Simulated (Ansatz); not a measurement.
Gas-phase electronic energies from Ansatz, PBE0-D4/def2-TZVP geometries. CBS: MP2 limit from def2 TZ/QZ plus the TZ coupled-cluster correction, frozen cores. For Ge outer-core shells are correlated without core-valence functions, which leaves a few kJ/mol of doubt a bond. Scalar relativity is left out up to krypton. Each species was taken in one conformer, which may not be the lowest.

`[F][Ge]([F])([SH])[Cl]` + `C#[C][GeH]([CH3])[F]` → `C#[C][Ge]([F])([F])[Cl]` + `[CH3][GeH]([F])[SH]`  (redistribution)

```json
{"species": "`[F][Ge]([F])([SH])[Cl]`", "MP2/def2-SVP energy (Eh)": "-3132.16339"}
{"species": "`C#[C][GeH]([CH3])[F]`", "MP2/def2-SVP energy (Eh)": "-2291.67975"}
{"species": "`C#[C][Ge]([F])([F])[Cl]`", "MP2/def2-SVP energy (Eh)": "-2810.46232"}
{"species": "`[CH3][GeH]([F])[SH]`", "MP2/def2-SVP energy (Eh)": "-2613.38186"}
```

Work out ΔE.

ΔE = (-2810.46232) + (-2613.38186) − (-3132.16339) − (-2291.67975) = -0.00104 Eh = -2.7 kJ/mol. CCSD(T)/CBS gives -1.8 kJ/mol.

Largest T1 diagnostic among the species: 0.012.

Leaving LDA and LC-ωPBE aside and taking each functional with its dispersion term where it has one, the values, not all of them listed here, spread over 2.7 kJ/mol, from PBE-QIDH to BLYP-D4.
